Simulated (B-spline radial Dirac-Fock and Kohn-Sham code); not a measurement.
Pm⁶⁺: non-radiative channels of the M3 vacancy

System: promethium as Pm⁶⁺ in the configuration 1s2 2s2 2p6 3s2 3p6 3d10 4s2 4p6 4d10 4f3 5s2 5p4.

The computed values come from a radial B-spline solver: independent-particle radiative and Coulomb Auger rates from relativistic LDA hole-state orbitals, with Dirac-Fock energies. Kinetic energies are configuration averages from the vacuum level; the two-hole energies are estimated from single-hole states.

| transition | kinetic energy (eV) | width (meV) | share (%) |
| --- | --- | --- | --- |
| M3-M4N4 | 52.87 | 103 | 2.8 |
| M3-M5N4 | 75.80 | 432 | 11.7 |
| M3-M5N5 | 81.12 | 673 | 18.3 |
| M3-M5O1 | 189.2 | 168 | 4.6 |
| M3-M5N6 | 211.4 | 436 | 11.8 |
| M3-M5O2 | 212.1 | 100 | 2.7 |
| M3-M5N7 | 212.2 | 524 | 14.2 |
| M3-M5O3 | 216.9 | 170 | 4.6 |
| M3-N3N4 | – | 139 | 3.8 |
| M3-N3N5 | – | 187 | 5.1 |

A dash stands for an energy that rests on an unreliable hole state.

Coster-Kronig rates are the weakest part of this model and often come out 1.5 to 2.5 times too large. The listed channels hold 80 % of the non-radiative rate. Summed by principal shells, of 3.69 eV in all: MMN 64.2 %, MNN 18.5 %, MMO 14.8 %, MNO 2.5 %.
